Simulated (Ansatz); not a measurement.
# Abstraction of F: SiH2(CH3)F + Ge(CH3)F2 → SiH2(CH3) + Ge(CH3)F3

Species: SiH2(CH3)F, singlet; Ge(CH3)F2, doublet; SiH2(CH3), doublet; Ge(CH3)F3, singlet. A radical takes F: the energy is the difference in strength between the Si–F bond broken and the Ge–F bond made.

Shapes, held fixed at every level: PBE0-D4/def2-TZVP. Programs: Ansatz 0.2.0. The zero-point and thermal change to 298 K, harmonic and unscaled (PBE0-D4/def2-TZVP), is -2.7 kJ/mol.

```csv
level,kind,ΔH(298 K) (kJ/mol),less CCSD(T)/def2-TZVPP
HF/def2-TZVPP,Hartree–Fock,+81.2,+3.9
r2SCAN-D4/def2-TZVPP,meta-GGA,+86.0,+8.7
r2SCAN0-D4/def2-TZVPP,global hybrid,+83.7,+6.4
wB97X-V/def2-TZVPP,range-separated hybrid,+88.5,+11.2
B2PLYP/def2-TZVPP,double hybrid,+92.3,+15.0
MP2/def2-SVP,perturbation theory,+54.2,-23.1
CCSD/def2-SVP,coupled cluster or CI,+55.9,-21.4
CCSD(T)/def2-TZVPP,coupled cluster or CI,+77.3,0.0
```

The highest level, CCSD(T)/def2-TZVPP, gives ΔH(298 K) = +77.3 kJ/mol; the levels span +54.2 to +92.3. The column of differences is taken from that level and isn't an error. No measured value is set beside it here. Open shells run unrestricted unless RO is named. Relativity is left out for Ge unless named. Correlated rows may include outer-core shells of Ge, which these sets cover unevenly.
